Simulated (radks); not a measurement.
Problem. Excited configurations of the technetium ion Tc3+: one electron is placed in a higher orbital outside [Kr] 4d3. The ground configuration is [Kr] 4d4. Calculated with a radial shooting solver on a logarithmic mesh with Libxc functionals: scalar-relativistic Kohn-Sham, LDA (Slater exchange, Perdew-Wang correlation), spin-polarised, spherical densities, finite nucleus; open shells are filled with parallel spins first (spin-orbit coupling, left out, can overturn this in heavy ions); Fermi nuclear charge, rms radius 4.4112 fm. Excitation = E - E(ground); binding = E(ion) - E, where the ion is the core of charge +4; n* = 4/sqrt(2 binding) in atomic units, and the quantum defect is n - n*.

| outer orbital | excitation (eV) | binding (eV) | n* | quantum defect | eigenvalue (eV) | <r> (bohr) |
|---|---|---|---|---|---|---|
| 4f | 27.437 | 15.898 | 3.700 | 0.300 | -12.952 | 3.407 |
| 5p | 15.451 | 27.884 | 2.794 | 2.206 | -24.446 | 2.873 |
| 5f | 32.845 | 10.490 | 4.556 | 0.444 | -9.058 | 6.323 |
| 6s | 25.799 | 17.536 | 3.523 | 2.477 | -15.715 | 4.815 |
| 6p | 28.343 | 14.992 | 3.811 | 2.189 | -13.382 | 5.407 |
| 6d | 32.176 | 11.159 | 4.417 | 1.583 | -9.894 | 6.813 |
| 7s | 32.620 | 10.715 | 4.507 | 2.493 | -9.650 | 7.818 |
| 7p | 33.871 | 9.464 | 4.796 | 2.204 | -8.508 | 8.632 |
| 7d | 35.846 | 7.489 | 5.391 | 1.609 | -6.708 | 10.48 |
| 7f | 38.073 | 5.262 | 6.432 | 0.568 | -4.700 | 14.35 |

Estimate the row for 5s.

Solution. excitation (eV) 8.510; binding (eV) 34.824; n* 2.500; quantum defect 2.500; eigenvalue (eV) -30.768; <r> (bohr) 2.510. The Delta-SCF ionisation energy is 43.335 eV (NIST Atomic Spectra Database: 41 eV, theoretical). Self-interaction in the functional shifts the binding energies and quantum defects, so they are the method's values and not measured ones. Open shells are spherical and high-spin; term and fine-structure splittings are not resolved.
